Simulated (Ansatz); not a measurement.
Consider the formal exchange of groups at a B–O bond: `B[O][Al]([OH])[F]` + `BN` → `BBN` + `[OH][Al]([OH])[F]`.

Calculated with Ansatz (gas phase, PBE0-D4/def2-TZVP geometries, no zero-point term in ΔE). CCSD(T)/CBS is the MP2 limit (def2-TZVPP, def2-QZVPP) plus CCSD(T) − MP2 in def2-TZVPP, frozen cores. This one scheme is used for every species. DFT in def2-TZVPP. Each species was taken in one conformer, which may not be the lowest.

| level | ΔE (kcal/mol) | difference from CCSD(T)/CBS |
| --- | --- | --- |
| r2SCAN-D4 | 38.5 | -0.5 |
| B97M-V | 37.9 | -1.1 |
| r2SCANh-D4 | 38.8 | -0.2 |
| BHLYP-D4 | 41.5 | 2.5 |
| PBE-QIDH | 39.1 | 0.1 |
| PBE | 36.3 | -2.7 |
| r2SCANh | 38.8 | -0.2 |
| r2SCAN0 | 39.2 | 0.2 |
| CAM-B3LYP | 40.7 | 1.7 |
| RPA@PBE/def2-TZVPP | 40.0 | 1.0 |
| CCSD/def2-SVP | 45.3 | 6.3 |
| CCSD(T)/def2-SVP | 45.6 | 6.6 |
| MP2/def2-TZVPP | 40.5 | 1.5 |
| CCSD/def2-TZVPP | 39.7 | 0.7 |
| SCS-MP2/def2-QZVPP | 40.7 | 1.7 |
| HF/CBS(def2) | 43.3 | 4.3 |
| CCSD(T)/CBS | 39.0 | 0 |

Q: What do rigid-rotor, harmonic-oscillator terms from PBE0-D4/def2-TZVP frequencies (298.15 K, 1 bar) make of the CCSD(T)/CBS value? (Best estimate.)

A: Ansatz gave: ΔZPE = -0.1 kcal/mol, ΔH = +38.6 kcal/mol, ΔS = -9 J/(mol·K), ΔG = +39.3 kcal/mol.

Largest T1 diagnostic among the species: 0.013.

At CCSD(T), def2-SVP lies +6.6 kcal/mol from the extrapolated value and def2-TZVPP +0.6 kcal/mol. From PBE to PBE0 (25 % exact exchange), in def2-TZVPP and without D4, ΔE moves by +1.0 kcal/mol.
